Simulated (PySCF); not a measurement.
## Static response to an electric field

GeH₁₁NSi₃.
SMILES with atom numbers: `[SiH3:1][GeH2:2][N:3]([SiH3:4])[SiH3:5]` (hydrogens: H6, H7, H8 on Si1; H9, H10 on Ge2; H11, H12, H13 on Si4; H14, H15, H16 on Si5)

Structure used (PBE0-D3(BJ)/def2-SVP), in Å, numbered top down from 1:
```
atom  x, y, z in Å
Si1    2.632   -0.085   -0.778
Ge2    0.665    1.137   -0.199
N3    -0.707   -0.074    0.168
Si4   -1.298   -1.104   -1.113
Si5   -1.244   -0.250    1.822
H6     2.346   -0.932   -1.976
H7     3.013   -0.969    0.364
H8     3.764    0.840   -1.091
H9     0.202    2.079   -1.329
H10    0.857    1.950    1.099
H11   -0.728   -2.488   -1.061
H12   -2.787   -1.219   -1.058
H13   -0.892   -0.489   -2.416
H14   -2.338   -1.268    1.844
H15   -1.756    1.045    2.368
H16   -0.142   -0.713    2.725
```

Level: PBE0/def2-SVPD (PySCF), static field, nuclei fixed, core orbitals frozen in the response. The polarisability tensor in these axes (au):

```
x   134.91   3.27  -8.70
y     3.27 115.30   3.52
z    -8.70   3.52 120.65
```

Give the principal values, the mean and the anisotropy Δα = √{½[(α1 − α2)² + (α2 − α3)² + (α1 − α3)²]}.

Principal values 111.25, 120.49 and 139.12 au; mean 123.62 au = 18.32 Å³ = 20.38 × 10⁻⁴⁰ C²·m²/J; Δα = 24.59 au (20 % of the mean).

What is the dipole moment, and where does it point?

(0.65, 0.46, -0.19) D, 0.82 D in size, pointing from the negative to the positive side. Measured along this direction, the outermost atoms are H14 at the negative end and H8 at the positive end.

Orientational against electronic polarisability at 250 K (dilute gas, rigid molecules)?

In Gaussian units μ²/3kT = 6.51 Å³ against 18.32 Å³, a ratio of 0.36; the Debye molar polarisation (4π/3)N_A(α + μ²/3kT) is 62.6 cm³/mol, leaving out the vibrational part.

Give the eigenvalues of the traceless quadrupole moment Θ = ½Σq(3rr − r²1), origin at the centre of nuclear charge.

-0.90, -0.24, 1.15 D·Å. The values depend on the origin, since the dipole doesn't vanish. The electronic extent ⟨r²⟩ about the same centre is 1545 bohr², a root-mean-square distance of 2.17 Å for the 92 electrons.

Rayleigh depolarisation ratio (linearly polarised light, static tensor)?

ρ = 3Δα²/(45ᾱ² + 4Δα²) = 1814.1/(687681 + 2418.8) = 0.00263.

One conformer (not necessarily the lowest) at the PBE0-D3(BJ)/def2-SVP geometry, without solvent, vibrations or thermal averaging. The calculation is non-relativistic, for germanium too.
